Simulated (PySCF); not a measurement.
Cd(F)(Cl), SMILES [F][Cd][Cl] (CdClF) (PBE0/def2-SVP optimised geometry):

```
3

Cd     0.171     0.000     0.000
F      2.096     0.000     0.000
Cl    -2.096     0.000    -0.002
```

Calculation: PBE0/def2-TZVP, def2 effective core potentials past Kr run with PySCF.

**Question.** What are the frontier orbital energies and the dipole moment?

**Answer.** HOMO-2 -10.30 eV, HOMO-1 -9.11 eV, HOMO -9.11 eV, LUMO -2.32 eV, LUMO+1 -0.53 eV; dipole moment 0.51 D.

On the same geometry PySCF with PBE/def2-TZVP, def2 effective core potentials past Kr gives HOMO-2 -8.43 eV, HOMO-1 -7.70 eV, HOMO -7.70 eV, LUMO -3.24 eV, LUMO+1 -1.22 eV; dipole moment 0.49 D.
